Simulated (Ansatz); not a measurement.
Z-matrix (Å, degrees):
```
C
C 1 1.3458
H 1 1.0814 2 138.93
H 2 1.0814 1 138.93 3 0.00
B 2 1.4668 4 158.38 1 180.00
H 5 1.1818 2 152.69 4 0.00
```
Charge +1, spin multiplicity 2.

The numbers are results of frozen-core CCSD(T)/cc-pVQZ // PBE0-D3(BJ)/def2-TZVP (Ansatz, a program for electronic structure), not measurements. The geometry is that of the parent before the electron was removed.

```yaml
HF energy: -101.78245 Ha
MP2 correlation energy: -0.39471 Ha
```

Problem. Estimate the CCSD correlation energy, the (T) correction, the total energy and the T1 diagnostic.

Solution. 
The CCSD correlation energy is -0.41268 Ha and the (T) correction is -0.02124 Ha. The CCSD(T) total energy comes out as -102.21637 Ha. The T1 diagnostic comes out as 0.014.
